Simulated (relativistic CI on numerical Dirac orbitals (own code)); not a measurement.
# Electric-dipole lines of Pr XVI

Method of calculation: Dirac-Coulomb-Breit CI, KLI orbitals optimised for each configuration, a model potential for QED, unscaled Slater integrals (own radial code, finite nucleus).

Configurations in the expansion (outside the closed core [Ar] 3d10): 4s2 4p6 4d8, 4s2 4p5 4d9, 4s2 4p6 4d7 4f, 4s 4p6 4d9, 4s2 4p6 4d7 5s, 4s2 4p5 4d8 4f, 4s2 4p6 4d7 5p, 4s 4p6 4d8 4f, 4s2 4p6 4d6 4f 5s, 4s2 4p6 4d7 5d, 4s2 4p6 4d6 5s 5p, 4s2 4p5 4d8 5s, 4s2 4p6 4d7 5f, 4s2 4p6 4d7 6s, 4s2 4p6 4d7 6p, 4s2 4p6 4d7 6d, 4s2 4p6 4d7 6f, 4s2 4p5 4d8 5d, 4s2 4p6 4d7 7p, 4s2 4p6 4d7 7f, 4p6 4d9 4f, 4p6 4d9 5p, 4p6 4d10, 4p5 4d10 4f, 4s2 4p6 4d6 5s2, 4s2 4p6 4d5 4f 5s2, 4s2 4p5 4d6 4f 5s2, 4s2 4p6 4d5 5s2 5p. Double excitations out of closed p, d and f shells are left out; levels of such configurations are missing from the list, as are those of other unlisted configurations, and high levels can miss mixing partners. These lack a partner that the ground configuration has and come out too high: 4s2 4p5 4d8 5s, 4s2 4p5 4d8 5d.

| λ vac (nm) | Lower | Upper | A (s⁻¹) | log gf | S velocity/length |
| --- | --- | --- | --- | --- | --- |
| 7.8542 | 4s2 4p6 4d8 1G_4 [7] | 4s2 4p6 4d7 4f 1F°_3 [308] | 1.99e+12 | 1.11 | 0.80 |
| 7.8845 | 4s2 4p6 4d8 3P_1 [6] | 4s2 4p6 4d7 4f 3D°_2 [299] | 1.36e+12 | 0.80 | 0.73 |
| 7.9138 | 4s2 4p6 4d8 1D_2 [8] | 4s2 4p6 4d7 4f 1D°_2 [313] | 1.68e+12 | 0.90 | 0.72 |
| 7.9291 | 4s2 4p6 4d8 1G_4 [7] | 4s2 4p6 4d7 4f 1H°_5 [294] | 3.11e+12 | 1.51 | 0.75 |
| 7.9314 | 4s2 4p6 4d8 1D_2 [8] | 4s2 4p6 4d7 4f 1F°_3 [308] | 7.35e+11 | 0.69 | 0.70 |
| 7.9394 | 4s2 4p6 4d8 1G_4 [7] | 4s2 4p6 4d7 4f 1F°_3 [292] | 4.88e+11 | 0.51 | 0.68 |
| 7.9431 | 4s2 4p6 4d8 1D_2 [2] | 4s2 4p6 4d7 4f 3F°_3 [259] | 4.95e+11 | 0.52 | 0.72 |
| 7.9507 | 4s2 4p6 4d8 3F_4 [1] | 4s2 4p6 4d7 4f 3G°_5 [248] | 3.15e+12 | 1.52 | 0.72 |
| 7.9510 | 4s2 4p6 4d8 1S_0 [9] | 4s2 4p6 4d7 4f 1P°_1 [359] | 2.61e+12 | 0.87 | 0.71 |
| 7.9675 | 4s2 4p6 4d8 3F_3 [3] | 4s2 4p6 4d7 4f 3G°_4 [263] | 3.04e+12 | 1.42 | 0.72 |
| 7.9778 | 4s2 4p6 4d8 1D_2 [8] | 4s2 4p6 4d7 4f 1P°_1 [301] | 2.21e+12 | 0.80 | 0.65 |
| 7.9872 | 4s2 4p6 4d8 3P_2 [4] | 4s2 4p6 4d7 4f 3D°_2 [273] | 2.47e+12 | 1.07 | 0.68 |
| 7.9875 | 4s2 4p6 4d8 1D_2 [2] | 4s2 4p6 4d7 4f 1F°_3 [257] | 2.56e+12 | 1.23 | 0.69 |
| 7.9876 | 4s2 4p6 4d8 1D_2 [2] | 4s2 4p6 4d7 4f 3D°_2 [256] | 7.43e+11 | 0.55 | 0.74 |
| 7.9948 | 4s2 4p6 4d8 3P_1 [6] | 4s2 4p6 4d7 4f 3P°_0 [281] | 3.22e+12 | 0.49 | 0.73 |
| 7.9978 | 4s2 4p6 4d8 3P_2 [4] | 4s2 4p6 4d7 4f 3D°_3 [272] | 2.78e+12 | 1.27 | 0.70 |
| 8.0018 | 4s2 4p6 4d8 3F_3 [3] | 4s2 4p6 4d7 4f 3F°_3 [259] | 2.43e+12 | 1.21 | 0.69 |
| 8.0027 | 4s2 4p6 4d8 3P_1 [6] | 4s2 4p6 4d7 4f 3D°_1 [280] | 2.12e+12 | 0.79 | 0.69 |
| 8.0039 | 4s2 4p6 4d8 1D_2 [2] | 4s2 4p6 4d7 4f 1D°_2 [255] | 2.31e+12 | 1.04 | 0.70 |
| 8.0183 | 4s2 4p6 4d8 1D_2 [8] | 4s2 4p6 4d7 4f 1F°_3 [292] | 2.04e+12 | 1.14 | 0.70 |
| 8.0324 | 4s2 4p6 4d8 3F_4 [1] | 4s2 4p6 4d7 4f 3F°_4 [246] | 3.08e+12 | 1.43 | 0.66 |
| 8.0332 | 4s2 4p6 4d8 3P_0 [5] | 4s2 4p6 4d7 4f 3P°_1 [271] | 1.90e+12 | 0.74 | 0.68 |
| 8.0469 | 4s2 4p6 4d8 3F_3 [3] | 4s2 4p6 4d7 4f 1F°_3 [257] | 4.31e+11 | 0.47 | 0.63 |
| 8.0469 | 4s2 4p6 4d8 3F_3 [3] | 4s2 4p6 4d7 4f 3D°_2 [256] | 1.93e+12 | 0.97 | 0.69 |
| 8.0487 | 4s2 4p6 4d8 3F_4 [1] | 4s2 4p6 4d7 4f 3D°_3 [245] | 2.99e+12 | 1.31 | 0.68 |
| 8.0636 | 4s2 4p6 4d8 3F_3 [3] | 4s2 4p6 4d7 4f 1D°_2 [255] | 7.16e+11 | 0.54 | 0.64 |
| 8.0636 | 4s2 4p6 4d8 3P_1 [6] | 4s2 4p6 4d7 4f 3D°_2 [273] | 6.87e+11 | 0.52 | 0.64 |
| 8.0903 | 4s2 4p6 4d8 1D_2 [2] | 4s2 4p6 4d7 4f 1P°_1 [247] | 2.87e+12 | 0.93 | 0.63 |
| 8.0919 | 4s2 4p6 4d8 1G_4 [7] | 4s2 4p6 4d7 4f 1G°_4 [274] | 2.64e+12 | 1.37 | 0.59 |
| 8.1069 | 4s2 4p6 4d8 3P_2 [4] | 4s2 4p6 4d7 4f 3S°_1 [261] | 1.94e+12 | 0.76 | 0.61 |

Terms are leading LS components. Brackets give the number of a level in order of energy, since labels repeat. The list gives strong lines, with weight on those to low levels, among the lowest 400 of 6484 levels, so that lines to higher ones, which can be the strongest, are missing. Levels whose partners in the same complex of configurations lie outside the list can be far off, and so can their lines. Rates are taken at the computed energies, electric ones in the length gauge. A velocity-to-length ratio far from 1 marks an uncertain rate.

At this charge energies of transitions that change n are usually good to better than 1 %, and those within a shell (Δn = 0) to a few per cent. Terms inside the open d or f shell come out 10 to 20 % too wide with unscaled integrals. Levels and lines within the n = 5 or 6 shells can be off by up to 10 % or somewhat more, and those that change n by about 2 %, since core polarisation is missing.

LS names give the leading component of a level, which can be under half, so a name can repeat, a term be missing and a line seem to break the LS rules.
